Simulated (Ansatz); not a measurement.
Ideal-gas functions of BrClH$_{2}$S$_{2}$Si, SMILES `S[Si](S)(Cl)Br` at 800 K and 1 bar, from an Ansatz frequency run at PBE0-D4/def2-TZVP.

Molar mass 209.59 g/mol, point group C1 (symmetry number 1), electronic degeneracy 1, moments of inertia 395.2, 576.812, 599.091 u Å². Harmonic wavenumbers (cm⁻¹, unscaled): 108, 120, 168, 175, 184, 193, 215, 347, 511, 577, 580, 731, 801, 2708, 2710.

Use S(trans) = R[1.5 ln M + 2.5 ln T − 1.1517]; rotational temperatures θ = 24.2544 K / I; S(rot) = R[ln(√π/σ · √(T³/θAθBθC)) + 1.5]; for each mode x = 1.438777 ν̃/T, S = R[x/(eˣ − 1) − ln(1 − e⁻ˣ)] and H = RT x/(eˣ − 1); 1 cm⁻¹ = 0.0119627 kJ/mol; R = 8.31446 J/(mol·K).

By hand: the entropy, in J/(mol·K).

Translation 196.0. Rotation: θ = 0.0614, 0.042, 0.0405 K, giving 138.7. Vibration, mode by mode: 21.95, 21.08, 18.30, 17.96, 17.55, 17.15, 16.27, 12.37, 9.30, 8.37, 8.33, 6.61, 5.96, 0.38, 0.38, in all 182.0. Electronic 0.0. Sum 516.7 J/(mol·K).

By hand: H − E and G − E in kJ/mol, counted from the electronic energy.

Zero-point energy ½ × 10128 × 0.0119627 = 60.6; thermal vibration 63.1; translation, rotation and pV give 4 RT = 26.6. H − E = 150.3 kJ/mol, and G − E = 150.3 − 800 × 516.7/1000 = -263.1 kJ/mol.

Vibration gives 35 % of the entropy, 43.0 J/(mol·K) of it from the modes under 150 cm⁻¹: soft modes count most, and the harmonic formula is weakest for them. The sum counts one conformer and one mirror image; others add a mixing term.
